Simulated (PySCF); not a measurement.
A GIAO shielding run with PySCF 2.14.0 with density-fitted response routines (density fitting, non-relativistic, gas phase) on `C(CC(CF)=S)(F)(F)F`, C$_{4}$H$_{4}$F$_{4}$S:

```
$ OMP_NUM_THREADS=1 python probes_run.py task.json out

{"job": {"kind": "nmr", "xc": "PBE0", "basis": "pcSseg-1"}, "charge": 0, "multiplicity": 1}
F     -1.406565    -0.319709     1.636483
C     -1.634514     0.368043     0.476256
C     -0.791740    -0.138312    -0.654640
S     -1.247974     0.080955    -2.190720
C      0.505012    -0.803977    -0.296322
C      1.582179     0.232476     0.013176
F      1.230472     1.068673     0.997301
F      1.872318     0.994300    -1.047818
F      2.722986    -0.354502     0.392928
H     -1.393315     1.421665     0.678179
H     -2.700414     0.281882     0.241399
H      0.867654    -1.405697    -1.131638
H      0.389513    -1.425310     0.596136
```

Hardware: 1 thread of an Arm Neoverse N1, shared host. The job also computes population analyses, field gradients.

(1) How large is the calculation?

(2) How long does it take, and how much memory does it need?

## Answers

(1) 80 electrons, 180 basis functions and 957 auxiliary functions.

(2) 54 s of wall time, with 14 SCF cycles and 5 response iterations; peak memory 0.81 GiB. Times on a shared host scatter by some tens of per cent.
